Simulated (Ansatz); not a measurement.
Reaction (ligand exchange at a Ge–C bond): `O[SiH2]/C=[CH]\[GeH2][OH]` + HBr → `[OH][GeH2][Br]` + `C=C[SiH2]O`

Isolated molecules relaxed with PBE0-D4/def2-TZVP in Ansatz; ΔE leaves out vibrations. CCSD(T)/CBS adds triple-zeta CCSD(T) − MP2 to the extrapolated MP2 energy (def2 sets, frozen cores). For Br, Ge outer-core shells are correlated without core-valence functions, which leaves a few kJ/mol of doubt a bond. Scalar relativity is left out up to krypton. Each species was taken in one conformer, which may not be the lowest.

| level | ΔE (kJ/mol) |
| --- | --- |
| HF/def2-QZVPP | -124.2 |
| MP2/CBS(def2) | -97.5 |

(1) What does CCSD(T)/CBS give? (Estimate.)

Largest T1 diagnostic among the species: 0.012.

Results:

(1) The calculation gave: -94.9 kJ/mol. The listed levels differ from it by -29.3, -2.6 kJ/mol.

The D4 term adds +10.2 kJ/mol with B3LYP and +5.8 kJ/mol with PBE0; it sums over pairs of atoms, weighted by their polarisabilities, and B3LYP, whose exchange is more repulsive, gets the larger term. In def2-TZVPP, CCSD(T) changes the Hartree–Fock value by +30.1 kJ/mol (the triples alone add +3.0 kJ/mol) and MP2 by +27.4 kJ/mol.

B3LYP here is the variant with VWN-RPA as its local correlation; programs differ in this.
